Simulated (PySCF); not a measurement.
**Diatomics of Cl with the fourth-period p block**

r²SCAN with triple-zeta basis sets in PySCF, for the lowest determinant that a PBE0 search found; no spin–orbit coupling. De refers to high-spin ground-configuration atoms. A positive dipole means M(−)Cl(+).

```tsv
M	basis	state (unpaired electrons)	Re (Å)	ωe (cm⁻¹)	De (eV)	μ (D)
Ga	def2-TZVPP	singlet (closed shell)	2.208	372	4.95	-2.16
Ge	def2-TZVPP	doublet (π ↑)	2.172	407	4.23	-1.48
Se	def2-TZVPP	doublet (π ↑)	2.128	446	2.90	-0.53
Br	x2c-TZVPPall	singlet (closed shell)	2.147	442	2.44	-0.50
```

The shortest bond is that of SeCl (2.128 Å), the longest that of GaCl (2.208 Å). GaCl is bound most strongly (4.95 eV) and BrCl least (2.44 eV).

The rows differ in basis set, which adds steps of its own.

The state changes along the series, so neighbouring rows are not always alike in their bonding.

States were picked by a PBE0 search and need not be the measured ground states.
